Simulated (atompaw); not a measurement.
**chlorine: variants of one PAW (atompaw) potential**

Base potential:

atompaw 4.2.0.5 input, output lines left out:

```
Cl 17
GGA-PBE scalarrelativistic loggrid 1500 logderivrange -4 5 226
3 3 0 0 0 0
3 0 1
0 0 0
c
c
v
c
v
2
1.50 1.20 1.45 1.30
y
-0.9
n
y
0.6
n
y
0.45
y
1.45
n
custom polynom vanderbiltortho gaussian
3 1 ultrasoft
1.50
1.50
1.50
1.45
1.50
1.50
```

Cutoffs, loose and tight: the cutoffs (Ry, on a coarse ladder) from which the occupation-weighted sum of valence levels, in a spherical-Bessel basis at the reference potential, stays within 10 and 1 mRy of its value at 400 Ry. They see the waves, projectors and local potential, not the compensation charge or the core. A dash means not determined.

A true bound ghost makes a file unfit for plane-wave use even where its test errors are small: the radial tests pick states by their node count and pass the ghost by.

```csv
change,outcome,"cutoff, loose","cutoff, tight",bound ghosts
base,"generated, no UPF (negative core plus compensation charge)",18 Ry,35 Ry,none
"all radii scaled by about 0.77 (s 1.16, p 1.16, d 1.16 bohr); local potential ultrasoft scheme with l = 3 at 1 Ry, radius 1.12 bohr; augmentation gaussian compensation charge, radius 0.92 bohr; PAW radius 1.16 bohr; waves and projectors: custom polynom vanderbiltortho; core correction smooth core density matched at 1.00 bohr",generated,45 Ry,80 Ry,s
"all radii scaled by about 0.84 (s 1.26, p 1.26, d 1.26 bohr); local potential ultrasoft scheme with l = 3 at 1 Ry, radius 1.22 bohr; augmentation gaussian compensation charge, radius 1.02 bohr; PAW radius 1.26 bohr; waves and projectors: custom polynom vanderbiltortho; core correction smooth core density matched at 1.10 bohr",generated,40 Ry,55 Ry,s
"all radii scaled by about 0.93 (s 1.40, p 1.40, d 1.40 bohr); local potential ultrasoft scheme with l = 3 at 1 Ry, radius 1.34 bohr; augmentation gaussian compensation charge, radius 1.12 bohr; PAW radius 1.40 bohr; waves and projectors: custom polynom vanderbiltortho; core correction smooth core density matched at 1.20 bohr","generated, no UPF (negative core plus compensation charge)",25 Ry,40 Ry,none
"all radii scaled by about 1.04 (s 1.56, p 1.56, d 1.56 bohr); local potential ultrasoft scheme with l = 3 at 1 Ry, radius 1.50 bohr; augmentation gaussian compensation charge, radius 1.24 bohr; PAW radius 1.56 bohr; waves and projectors: custom polynom vanderbiltortho; core correction smooth core density matched at 1.36 bohr","generated, no UPF (negative core plus compensation charge)",18 Ry,30 Ry,none
"all radii scaled by about 1.09 (s 1.64, p 1.64, d 1.64 bohr); local potential ultrasoft scheme with l = 3 at 1 Ry, radius 1.58 bohr; augmentation gaussian compensation charge, radius 1.30 bohr; PAW radius 1.64 bohr; waves and projectors: custom polynom vanderbiltortho; core correction smooth core density matched at 1.42 bohr","generated, no UPF (negative core plus compensation charge)",18 Ry,25 Ry,none
"all radii scaled by about 1.20 (s 1.80, p 1.80, d 1.80 bohr); local potential ultrasoft scheme with l = 3 at 1 Ry, radius 1.74 bohr; augmentation gaussian compensation charge, radius 1.44 bohr; PAW radius 1.80 bohr; waves and projectors: custom polynom vanderbiltortho; core correction smooth core density matched at 1.56 bohr","generated, no UPF (negative core plus compensation charge)",18 Ry,21 Ry,none
"all radii scaled by about 1.25 (s 1.88, p 1.88, d 1.88 bohr); local potential ultrasoft scheme with l = 3 at 1 Ry, radius 1.82 bohr; augmentation gaussian compensation charge, radius 1.50 bohr; PAW radius 1.88 bohr; waves and projectors: custom polynom vanderbiltortho; core correction smooth core density matched at 1.62 bohr","generated, no UPF (negative core plus compensation charge)",15 Ry,21 Ry,none
```

Reading the sweep of the scale of all radii (base = 1) (base included, trends over the rows without a ghost): The loose cutoff falls from 25 Ry at 0.93 to 15 Ry at 1.25. A larger radius leaves more room for a smooth pseudo-wave, so fewer plane waves are needed; a smaller one forces it to follow the all-electron wave where it bends sharply. Bound ghosts are found at 0.77, 0.84.
